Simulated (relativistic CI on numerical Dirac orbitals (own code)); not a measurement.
# L2,3 absorption of cobalt in several valence states

Computed multiplet spectra 2p⁶3dⁿ → 2p⁵3dⁿ⁺¹ (Dirac-Coulomb-Breit ions, Slater integrals scaled by 0.8, an assumed crystal field that grows with the charge, no charge transfer; 300 K; Lorentzian 0.4 eV and Gaussian 0.3 eV FWHM at both edges, so that L2 comes out sharper than in experiment). Peaks over 5 % are given in eV from the highest peak in the L3 region of each spectrum (height, largest 100). S of the lowest state is read from ⟨S²⟩, and the branching ratio is the share of L3, cut at the minimum between the edges.

Field parameters in Wybourne normalisation: Oh B⁴₀ = 21Dq, B⁴₄ = √(5/14) B⁴₀. The field is a parameter set, without covalency.

- Co2+ (d7, Oh, 10Dq = 18000 cm⁻¹): S = 1.48, high spin, branching ratio 0.81; peaks -3.9 (50), -3.0 (41), -1.3 (97), 0.0 (100), 1.6 (15), 2.6 (10), 13.6 (21), 14.4 (25), 15.2 (18), 16.4 (9)
- Co3+ (d6, Oh, 10Dq = 23250 cm⁻¹): S = 0.02, low spin, branching ratio 0.65; peaks -2.4 (7), 0.0 (100), 1.9 (12), 2.6 (24), 14.0 (63), 16.2 (11)
- Co4+ (d5, Oh, 10Dq = 28450 cm⁻¹): S = 1.15, low spin, branching ratio 0.75; peaks -4.7 (20), -3.5 (31), -1.9 (32), 0.0 (100), 1.4 (26), 2.7 (14), 12.3 (10), 13.2 (13), 14.1 (34), 15.7 (13), 16.4 (10), 17.2 (11)
- Co5+ (d4, Oh, 10Dq = 33700 cm⁻¹): S = 1.04, low spin, branching ratio 0.67; peaks -6.5 (45), -2.4 (78), -2.0 (84), -1.1 (68), 0.0 (100), 2.1 (21), 3.1 (10), 3.8 (7), 10.0 (14), 13.1 (71), 15.4 (23), 16.7 (11)

The centroid of the whole edge, which also moves with the branching ratio, lies at 784.2 (Co2+), 789.4 (Co3+), 791.3 (Co4+), 796.5 (Co5+) eV in this ionic model, in steps of 1.9 to 5.2 eV. Compounds show about 1 to 2 eV a unit and lower energies for the high valences, since ligands screen the charge. The multiplet shape follows the d count and the spin state, and so serves as a fingerprint of valence. Co4+ lies at a spin crossover.
